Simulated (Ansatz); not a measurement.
Mulliken charges of BrClGeH₂O, SMILES `[OH][GeH]([Cl])[Br]` from B3LYP/def2-TZVPP in Ansatz (PBE0-D4/def2-TZVP geometry).

```
atom   x (Å)   y (Å)   z (Å)  charge (e)
  O1  -1.317   0.591  -0.098      -0.393
 Ge2   0.334   0.024  -0.265       0.697
 Cl3   1.508   0.751   1.370      -0.276
 Br4   0.387  -2.266  -0.172      -0.265
  H5  -1.744   0.293   0.710       0.189
  H6   0.873   0.543  -1.591       0.048
```

**Question.** By hand: the dipole of these point charges (1 e Å = 4.8032 D).

**Answer.** Σ q r = (-0.056, 0.259, -0.421) e Å, of length 0.497 e Å = 2.39 D.

**Question.** How does the dipole of the full density compare? (An estimate is asked.)

**Answer.** The calculation gave: (-0.097, 0.024, -0.044) e Å, 0.52 D; the point charges give 4.60 times that, at 56° from its direction.

Point charges leave out the atoms' own dipoles, such as those of lone pairs, and Mulliken's split depends on the basis, so the two needn't agree.

B3LYP here is the variant with VWN-RPA as its local correlation; programs differ in this.
